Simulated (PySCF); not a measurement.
# Name the molecule from its bond curve

A diatomic of charge +1 contains Na. Its singlet curve at RHF-CCSD(T) in a double-zeta basis (scalar-relativistic core potentials, PySCF), in eV from the separated fragments:

(R (Å), E (eV)): (3.325, -0.830), (3.473, -0.894), (3.584, -0.919), (3.695, -0.930), (3.806, -0.929), (3.954, -0.914), (4.138, -0.880), (4.360, -0.825)

The fit gives ωe = 113 cm⁻¹ and the rotational constant Bₑ = 0.06607 cm⁻¹.

Task: Which atom is the partner?

Result: The minimum lies at 3.742 Å, so the reduced mass is 16.8576 u Å² cm⁻¹/(Bₑ·Re²) = 18.22 u. With Na at 22.99 u the partner weighs about 87.8 u: Sr. The molecule is NaSr⁺.

Correlated steps freeze 1 core orbital.
